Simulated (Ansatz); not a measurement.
`[Cl][GaH][GeH3]` + `F[SiH](F)S` → `F[SiH](F)[S][GeH3]` + `[Cl][GaH2]`  (cleavage of the Ge–Ga bond)

Gas-phase electronic energies from Ansatz, PBE0-D4/def2-TZVP geometries. CBS: MP2 limit from def2 TZ/QZ plus the TZ coupled-cluster correction, frozen cores. DFT in def2-TZVPP. B3LYP here is the variant with VWN-RPA as its local correlation; programs differ in this. For Ga, Ge outer-core shells are correlated without core-valence functions, which leaves a few kJ/mol of doubt a bond. Scalar relativity is left out up to krypton. Each species was taken in one conformer, which may not be the lowest.

```tsv
level	ΔE (kJ/mol)	difference from CCSD(T)/CBS
PBE-D4	-6.3	4.5
PBE0-D4	-9.9	0.9
B3LYP-D4	-9.9	0.9
ωB97X-V	-15.2	-4.4
B2PLYP	-9.8	1.0
PBE0	-7.1	3.7
B3LYP	-4.7	6.1
MP2/def2-TZVPP	-16.4	-5.6
SCS-MP2/def2-TZVPP	-16.5	-5.7
CCSD/def2-TZVPP	-10.0	0.8
CCSD(T)/def2-TZVPP	-10.8	0.0
HF/def2-QZVPP	-20.1	-9.3
MP2/def2-QZVPP	-16.8	-6.0
SCS-MP2/def2-QZVPP	-17.6	-6.8
MP2/CBS(def2)	-16.5	-5.7
CCSD/CBS(def2)	-10.0	0.8
CCSD(T)/CBS	-10.8	0
```

Largest T1 diagnostic among the species: 0.012.

From PBE to PBE0 (25 % exact exchange), in def2-TZVPP and without D4, ΔE moves by −4.0 kJ/mol. The D4 term adds −5.3 kJ/mol with B3LYP and −2.8 kJ/mol with PBE0; it sums over pairs of atoms, weighted by their polarisabilities, and B3LYP, whose exchange is more repulsive, gets the larger term.
